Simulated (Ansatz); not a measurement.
`[Cl][Al]([Cl])[GeH3]` + ethylmethylamine → `CC[N](C)[Al]([Cl])[Cl]` + GeH₄  (cleavage of the Al–Ge bond)

Calculated with Ansatz (gas phase, PBE0-D4/def2-TZVP geometries, no zero-point term in ΔE). CBS: MP2 limit from def2 TZ/QZ plus the TZ coupled-cluster correction, frozen cores. Functionals use def2-TZVPP. B3LYP here is the variant with VWN-RPA as its local correlation; programs differ in this. For Ge outer-core shells are correlated without core-valence functions, which leaves a few kJ/mol of doubt a bond. Scalar relativity is left out up to krypton. One conformer a species, not always the lowest.

```csv
level,ΔE (kcal/mol),difference from CCSD(T)/CBS
r2SCAN-D4,-13.7,0.2
PBE0-D4,-11.4,2.5
ωB97X-V,-13.9,0.0
ωB97M-V,-14.2,-0.3
B2PLYP,-13.7,0.2
r2SCAN,-13.1,0.8
PBE0,-9.8,4.1
B3LYP,-11.5,2.4
HF/def2-TZVPP,-12.7,1.2
MP2/def2-TZVPP,-16.4,-2.5
SCS-MP2/def2-TZVPP,-16.1,-2.2
CCSD/def2-TZVPP,-14.3,-0.4
MP2/def2-QZVPP,-16.1,-2.2
SCS-MP2/def2-QZVPP,-15.8,-1.9
HF/CBS(def2),-13.0,0.9
CCSD/CBS(def2),-13.5,0.4
CCSD(T)/CBS,-13.9,0
```

Largest T1 diagnostic among the species: 0.012.

In def2-TZVPP, CCSD(T) changes the Hartree–Fock value by −2.0 kcal/mol (the triples alone add −0.4 kcal/mol) and MP2 by −3.7 kcal/mol. The D4 term adds −2.7 kcal/mol with B3LYP and −1.6 kcal/mol with PBE0; it sums over pairs of atoms, weighted by their polarisabilities, and B3LYP, whose exchange is more repulsive, gets the larger term.
